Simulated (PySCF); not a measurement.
A geometry optimisation, step by step.

Bi(SMe)3, C3H9BiS3.
Bonds: Bi1–S2, Bi1–S7, Bi1–S12, S2–C3, S7–C8, S12–C13. Hydrogens: H4, H5, H6 on C3; H9, H10, H11 on C8; H14, H15, H16 on C13.

Method: PySCF, PBE0-D3(BJ)/def2-SVP geometry optimisation, gas phase, def2 core potentials past Kr; density fitting, grid level 1; the optimiser is geomeTRIC in internal coordinates, started from a GFN2-xTB structure with every atom displaced at random (about 0.03 Å). 5 of its 29 geometries are shown. The frame can shift and turn from step to step; on so coarse a grid that alone can change the energy by a few meV, and forces under 0.02 eV/Å are noise.

Step 0: E = -41578.1706 eV, largest atomic force 5.591 eV/Å
```
atom  x, y, z in Å  |  force x, y, z in eV/Å
Bi1     0.064   -0.071    1.548   -0.659   0.936   0.482
S2      1.788    1.206    0.217    0.067   0.484  -0.020
C3      2.873   -0.163   -0.170    3.624   1.634   2.103
H4      3.531   -0.467    0.756   -1.371   0.214  -1.490
H5      3.649    0.212   -0.884   -0.617  -0.146   0.140
H6      2.364   -0.962   -0.591   -1.158  -2.032  -0.950
S7     -1.919    0.948    0.216    0.098   0.106   0.181
C8     -1.281    2.642   -0.151   -4.103  -0.015   3.798
H9     -1.328    3.229    0.835    0.312  -0.499  -1.444
H10    -2.024    3.049   -0.824   -0.125   0.348  -0.516
H11    -0.356    2.554   -0.532    3.836  -0.002  -1.747
S12     0.172   -2.160    0.243   -0.996  -1.140  -0.747
C13    -1.692   -2.441   -0.129    2.380  -2.408   1.930
H14    -2.154   -2.749    0.844    0.039   0.243  -0.759
H15    -1.656   -3.321   -0.811   -0.329   0.700   0.121
H16    -2.064   -1.539   -0.500   -0.998   1.578  -1.083
```

Step 7: E = -41579.0424 eV, largest atomic force 0.136 eV/Å
```
atom  x, y, z in Å  |  force x, y, z in eV/Å
Bi1     0.142   -0.144    2.164   -0.019   0.021   0.003
S2      1.974    1.144    0.927    0.041  -0.026   0.025
C3      2.647   -0.048   -0.264    0.069   0.035  -0.010
H4      3.427   -0.670    0.194    0.011  -0.012   0.022
H5      3.097    0.541   -1.076   -0.036  -0.006  -0.018
H6      1.861   -0.703   -0.669   -0.029  -0.018  -0.002
S7     -1.846    1.117    1.173   -0.056   0.032  -0.013
C8     -1.164    2.117   -0.183   -0.036   0.014   0.082
H9     -0.753    3.062    0.195    0.012   0.007   0.005
H10    -2.007    2.331   -0.856    0.016  -0.004  -0.023
H11    -0.374    1.586   -0.728    0.020  -0.021  -0.031
S12     0.044   -2.221    0.658    0.004   0.002  -0.056
C13    -1.535   -2.051   -0.228    0.072  -0.053   0.103
H14    -2.364   -2.431    0.384   -0.026  -0.014  -0.021
H15    -1.442   -2.660   -1.137   -0.025   0.022  -0.043
H16    -1.742   -1.004   -0.488   -0.016   0.021  -0.023
```

Step 14: E = -41579.1320 eV, largest atomic force 0.131 eV/Å
```
atom  x, y, z in Å  |  force x, y, z in eV/Å
Bi1     0.179   -0.247    2.277   -0.005  -0.007   0.001
S2      2.281    0.850    1.333    0.016  -0.008  -0.020
C3      2.562    0.146   -0.317    0.048   0.013   0.034
H4      3.439   -0.518   -0.288   -0.033   0.043  -0.017
H5      2.745    0.975   -1.014   -0.005  -0.009  -0.021
H6      1.692   -0.437   -0.653   -0.025  -0.021  -0.019
S7     -1.571    1.373    1.372   -0.024  -0.069   0.015
C8     -0.893    1.723   -0.275    0.009   0.047  -0.061
H9     -0.012    2.375   -0.204    0.006  -0.018   0.022
H10    -1.683    2.225   -0.853    0.010   0.042   0.035
H11    -0.617    0.796   -0.797   -0.001  -0.046  -0.018
S12    -0.038   -1.995    0.413    0.028   0.007   0.012
C13    -1.763   -1.849   -0.137   -0.116   0.049  -0.036
H14    -2.338   -2.733    0.174    0.034   0.014   0.021
H15    -1.778   -1.777   -1.234    0.038  -0.037   0.021
H16    -2.240   -0.941    0.270    0.021   0.001   0.033
```

Step 21: E = -41579.1594 eV, largest atomic force 0.066 eV/Å
```
atom  x, y, z in Å  |  force x, y, z in eV/Å
Bi1     0.219   -0.166    2.264    0.012   0.019  -0.014
S2      2.248    0.959    1.201    0.019  -0.021   0.008
C3      2.493    0.205   -0.433   -0.033   0.014  -0.010
H4      3.468   -0.301   -0.452   -0.012   0.004  -0.003
H5      2.470    0.996   -1.196    0.016   0.000   0.002
H6      1.702   -0.531   -0.650    0.013  -0.013   0.002
S7     -1.593    1.356    1.302   -0.038  -0.032   0.024
C8     -0.892    1.763   -0.320    0.020   0.033  -0.028
H9      0.145    2.113   -0.208   -0.005   0.001   0.004
H10    -1.507    2.571   -0.741    0.004   0.000   0.005
H11    -0.921    0.898   -0.998    0.006  -0.018  -0.005
S12     0.039   -2.034    0.522    0.007   0.015   0.014
C13    -1.709   -1.973    0.030   -0.057   0.007  -0.032
H14    -2.285   -2.751    0.552    0.016   0.000   0.003
H15    -1.760   -2.152   -1.053    0.018  -0.012   0.012
H16    -2.151   -0.986    0.247    0.014   0.001   0.017
```

Step 28: E = -41579.1637 eV, largest atomic force under 0.02 eV/Å
```
atom  x, y, z in Å  |  force x, y, z in eV/Å
Bi1     0.180   -0.128    2.259   -0.008   0.003   0.002
S2      2.224    0.976    1.211    0.006  -0.003   0.006
C3      2.417    0.280   -0.455   -0.005   0.002  -0.001
H4      3.431   -0.133   -0.542    0.005   0.004   0.003
H5      2.275    1.072   -1.203    0.000   0.001   0.004
H6      1.689   -0.529   -0.632    0.005   0.002   0.002
S7     -1.655    1.296    1.191   -0.004   0.002   0.004
C8     -0.852    1.799   -0.358   -0.005  -0.005  -0.005
H9      0.145    2.217   -0.150   -0.001  -0.001  -0.003
H10    -1.486    2.575   -0.810    0.000  -0.001  -0.002
H11    -0.762    0.953   -1.054    0.001   0.002   0.000
S12     0.081   -2.065    0.588    0.004   0.007  -0.004
C13    -1.667   -2.081    0.092    0.002  -0.004   0.002
H14    -2.227   -2.821    0.680   -0.003   0.001  -0.002
H15    -1.705   -2.358   -0.971    0.003  -0.005  -0.003
H16    -2.121   -1.085    0.221    0.001  -0.003  -0.004
```

Question: Summarise the path.

Answer: The energy falls by 95.82 kJ/mol from step 0 to step 28; nine tenths of that is first reached at step 9. It rises by more than 0.2 meV at steps 12, 23 and 26. The largest force goes from 5.591 to under 0.02 eV/Å. Among the bonds S12–C13 changes most, from 1.921 to 1.817 Å; the atoms move by 1.058 Å rms after alignment.

The cost below is that of the whole optimisation. Hardware: an AMD EPYC 7R43 with one thread, shared host with 256 logical CPUs at a one-minute load of 51. Cost: 8.5 min of wall time, 0.72 GiB resident at most.
